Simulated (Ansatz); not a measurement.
# Molecular dynamics of FH$_{7}$OW

Input:

```yaml
crystal:
  periodic: [false, false, false]
  atoms:
    - { symbol: W, position_ang: [0.226897, 0.249497, -0.145702] }
    - { symbol: F, position_ang: [0.066203, 0.029777, 2.000618] }
    - { symbol: H, position_ang: [1.555812, -0.722863, 0.384738] }
    - { symbol: H, position_ang: [-0.753736, 1.544905, 0.449313] }
    - { symbol: H, position_ang: [-1.43028, -0.131647, -0.016028] }
    - { symbol: H, position_ang: [-0.121808, -1.417279, -0.055308] }
    - { symbol: O, position_ang: [0.444655, 0.539149, -1.947079] }
    - { symbol: H, position_ang: [0.523128, 0.781821, -2.884724] }
    - { symbol: H, position_ang: [1.381364, 1.392402, 0.891144] }
    - { symbol: H, position_ang: [0.939965, 0.927237, 1.57313] }
basis:
  gaussian: { orbitals: def2-SVP }
hamiltonian:
  xc: blyp
md:
  timestep: 0.5
  n_steps: 200
  ensemble: nve
  temperature: 300.0
  initial_velocities: maxwell_boltzmann
  seed: 8845
```

Launched with:

```bash
$ ansatz run input.yaml --threads 2 --pin off --max-ram 3072MiB --backend cpu --events-out ev --progress --plain --runs-dir out
```

It starts at the highest image of a converged band, a first-order saddle point between two minima.

Output, in part (one step line in 7, the closing report, with atoms numbered from 0):

```
md step     0: t =     0.00 fs  T =   300.0 K  F+E_penalty+E_count = -6697.19262071 eV  E_kin = 0.310224 eV  conserved = -6696.88239672 eV  (32 SCF iters)
md step     7: t =     3.50 fs  T =   172.7 K  F+E_penalty+E_count = -6697.06012100 eV  E_kin = 0.178601 eV  conserved = -6696.88151981 eV  (35 SCF iters)
md step    14: t =     7.00 fs  T =   117.4 K  F+E_penalty+E_count = -6697.00241417 eV  E_kin = 0.121429 eV  conserved = -6696.88098539 eV  (35 SCF iters)
md step    21: t =    10.50 fs  T =   134.1 K  F+E_penalty+E_count = -6697.01969854 eV  E_kin = 0.138658 eV  conserved = -6696.88104068 eV  (35 SCF iters)
md step    28: t =    14.00 fs  T =   193.8 K  F+E_penalty+E_count = -6697.08158584 eV  E_kin = 0.200370 eV  conserved = -6696.88121632 eV  (34 SCF iters)
md step    35: t =    17.50 fs  T =   398.2 K  F+E_penalty+E_count = -6697.29387914 eV  E_kin = 0.411721 eV  conserved = -6696.88215765 eV  (34 SCF iters)
md step    42: t =    21.00 fs  T =   449.3 K  F+E_penalty+E_count = -6697.34629748 eV  E_kin = 0.464584 eV  conserved = -6696.88171362 eV  (32 SCF iters)
md step    49: t =    24.50 fs  T =   550.8 K  F+E_penalty+E_count = -6697.45119661 eV  E_kin = 0.569599 eV  conserved = -6696.88159803 eV  (32 SCF iters)
md step    56: t =    28.00 fs  T =   569.8 K  F+E_penalty+E_count = -6697.47017281 eV  E_kin = 0.589172 eV  conserved = -6696.88100053 eV  (32 SCF iters)
md step    63: t =    31.50 fs  T =   546.4 K  F+E_penalty+E_count = -6697.44603835 eV  E_kin = 0.565038 eV  conserved = -6696.88100085 eV  (33 SCF iters)
md step    70: t =    35.00 fs  T =   563.0 K  F+E_penalty+E_count = -6697.46458998 eV  E_kin = 0.582235 eV  conserved = -6696.88235541 eV  (32 SCF iters)
md step    77: t =    38.50 fs  T =   449.5 K  F+E_penalty+E_count = -6697.34687586 eV  E_kin = 0.464771 eV  conserved = -6696.88210488 eV  (32 SCF iters)
md step    84: t =    42.00 fs  T =   459.9 K  F+E_penalty+E_count = -6697.35732680 eV  E_kin = 0.475606 eV  conserved = -6696.88172064 eV  (32 SCF iters)
md step    91: t =    45.50 fs  T =   438.4 K  F+E_penalty+E_count = -6697.33412100 eV  E_kin = 0.453300 eV  conserved = -6696.88082082 eV  (32 SCF iters)
md step    98: t =    49.00 fs  T =   486.3 K  F+E_penalty+E_count = -6697.38392830 eV  E_kin = 0.502912 eV  conserved = -6696.88101656 eV  (32 SCF iters)
md step   105: t =    52.50 fs  T =   556.5 K  F+E_penalty+E_count = -6697.45746091 eV  E_kin = 0.575458 eV  conserved = -6696.88200321 eV  (32 SCF iters)
md step   112: t =    56.00 fs  T =   525.9 K  F+E_penalty+E_count = -6697.42581750 eV  E_kin = 0.543861 eV  conserved = -6696.88195677 eV  (33 SCF iters)
md step   119: t =    59.50 fs  T =   584.6 K  F+E_penalty+E_count = -6697.48651250 eV  E_kin = 0.604516 eV  conserved = -6696.88199649 eV  (32 SCF iters)
md step   126: t =    63.00 fs  T =   525.6 K  F+E_penalty+E_count = -6697.42478721 eV  E_kin = 0.543555 eV  conserved = -6696.88123220 eV  (32 SCF iters)
md step   133: t =    66.50 fs  T =   496.5 K  F+E_penalty+E_count = -6697.39472865 eV  E_kin = 0.513386 eV  conserved = -6696.88134257 eV  (31 SCF iters)
md step   140: t =    70.00 fs  T =   452.1 K  F+E_penalty+E_count = -6697.34900380 eV  E_kin = 0.467476 eV  conserved = -6696.88152766 eV  (32 SCF iters)
md step   147: t =    73.50 fs  T =   355.7 K  F+E_penalty+E_count = -6697.24911671 eV  E_kin = 0.367826 eV  conserved = -6696.88129053 eV  (33 SCF iters)
md step   154: t =    77.00 fs  T =   401.1 K  F+E_penalty+E_count = -6697.29688388 eV  E_kin = 0.414812 eV  conserved = -6696.88207171 eV  (32 SCF iters)
md step   161: t =    80.50 fs  T =   344.8 K  F+E_penalty+E_count = -6697.23828936 eV  E_kin = 0.356569 eV  conserved = -6696.88172011 eV  (32 SCF iters)
md step   168: t =    84.00 fs  T =   394.7 K  F+E_penalty+E_count = -6697.28997595 eV  E_kin = 0.408185 eV  conserved = -6696.88179119 eV  (34 SCF iters)
md step   175: t =    87.50 fs  T =   353.1 K  F+E_penalty+E_count = -6697.24595523 eV  E_kin = 0.365164 eV  conserved = -6696.88079107 eV  (34 SCF iters)
md step   182: t =    91.00 fs  T =   390.8 K  F+E_penalty+E_count = -6697.28528500 eV  E_kin = 0.404160 eV  conserved = -6696.88112537 eV  (33 SCF iters)
md step   189: t =    94.50 fs  T =   484.0 K  F+E_penalty+E_count = -6697.38297047 eV  E_kin = 0.500489 eV  conserved = -6696.88248107 eV  (33 SCF iters)
md step   196: t =    98.00 fs  T =   429.4 K  F+E_penalty+E_count = -6697.32602055 eV  E_kin = 0.444068 eV  conserved = -6696.88195207 eV  (32 SCF iters)
md step   200: t =   100.00 fs  T =   427.3 K  F+E_penalty+E_count = -6697.32313334 eV  E_kin = 0.441887 eV  conserved = -6696.88124601 eV  (31 SCF iters)
Total energy: -6697.32353284 eV, -246.1221002228 hartree
Atom 0 at     0.241875     0.280383    -0.260083 Å, force     0.743128     0.944847    -0.399858 eV/Å
Atom 1 at     0.010751    -0.166402     3.165048 Å, force    -0.898546     0.812277    -1.043039 eV/Å
Atom 2 at     1.571781    -0.593200     0.267969 Å, force     0.195423    -0.172453     0.109336 eV/Å
Atom 3 at    -0.329369     1.606397     0.667066 Å, force     0.039610     0.123718    -0.044587 eV/Å
Atom 4 at    -1.234534     0.028193     0.521115 Å, force    -0.461858     0.008747     0.135280 eV/Å
Atom 5 at    -0.140653    -1.260441     0.227272 Å, force     0.062245    -0.759782     0.159605 eV/Å
Atom 6 at     0.428172     0.436744    -2.109299 Å, force     0.502180    -0.419823     1.362492 eV/Å
Atom 7 at    -0.053629     0.668654    -2.891472 Å, force    -0.824405     0.394528    -1.201458 eV/Å
Atom 8 at     1.491541     1.267939     0.385065 Å, force    -0.183694    -0.224380     0.145776 eV/Å
Atom 9 at    -0.635587     0.346831     2.654133 Å, force     0.825917    -0.707678     0.776453 eV/Å
Dipole moment:    -0.423168     0.256012    -0.798190 e Å
```

All steps were run. The conserved energy stayed within 0.19 meV per atom of its start (net change 0.12 meV per atom), so the integration is sound. The kinetic energy rose, since the run started high on the potential surface and went downhill. It ends in pieces (FH + H6OW), so much of that is their flight and rotation, not heat. A run of 0.1 ps of so small a system gives no equilibrium averages. The orbitals stay closed-shell, which can raise the energy where a bond breaks towards radicals; this wasn't checked here.

Between its relaxed ends the band would form F2–H10 and break W1–H10, H9–H10. These pairs go: F2–H10 1.32 → 0.97 Å, W1–H10 1.98 → 3.04 Å, H9–H10 0.94 → 3.24 Å. In the last frame they stand as after the step (other bonds may differ from the relaxed reactants and products). Also parted: W1–F2 2.16 → 3.46 Å. It ends as FH + H6OW. Pairs count as bonded within 1.25 times the sum of covalent radii (0.12 Å more for H–H).

Last frame:

```xyz
10
Properties=species:S:1:pos:R:3
W 0.242 0.280 -0.260
F 0.011 -0.166 3.165
H 1.572 -0.593 0.268
H -0.329 1.606 0.667
H -1.234 0.028 0.521
H -0.141 -1.260 0.227
O 0.428 0.437 -2.109
H -0.054 0.669 -2.892
H 1.492 1.268 0.385
H -0.636 0.347 2.654
```

The run took 6.5 min on 2 threads of Arm Neoverse V1 (shared host), peak memory 0.13 GiB.
